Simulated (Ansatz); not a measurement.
Program: Ansatz. Geometries: PBE0-D4/def2-TZVP. ΔE: electronic, gas phase. CCSD(T)/CBS adds triple-zeta CCSD(T) − MP2 to the extrapolated MP2 energy (def2 sets, frozen cores). DFT in def2-TZVPP. Elements past krypton have def2 core potentials. For In outer-core shells are correlated without core-valence functions, which leaves a few kJ/mol of doubt a bond. One conformer a species, not always the lowest.

Reaction (ligand exchange at the Si–C bond): `C=C(C)[SiH3]` + `[OH][In]([OH])[OH]` → `[OH][In]([OH])[O][SiH3]` + `C=CC`

| level | ΔE (kJ/mol) |
| --- | --- |
| PBE0-D4 | -93.3 |
| revPBE | -88.1 |

What does CCSD(T)/CBS give? (Best estimate.)

The calculation gave: -104.0 kJ/mol. The listed levels differ from it by 10.7, 15.9 kJ/mol.

Largest T1 diagnostic among the species: 0.017.

From PBE to PBE0 (25 % exact exchange), in def2-TZVPP and without D4, ΔE moves by −7.7 kJ/mol. In def2-TZVPP, CCSD(T) changes the Hartree–Fock value by +24.1 kJ/mol (the triples alone add +3.6 kJ/mol) and MP2 by +24.8 kJ/mol.
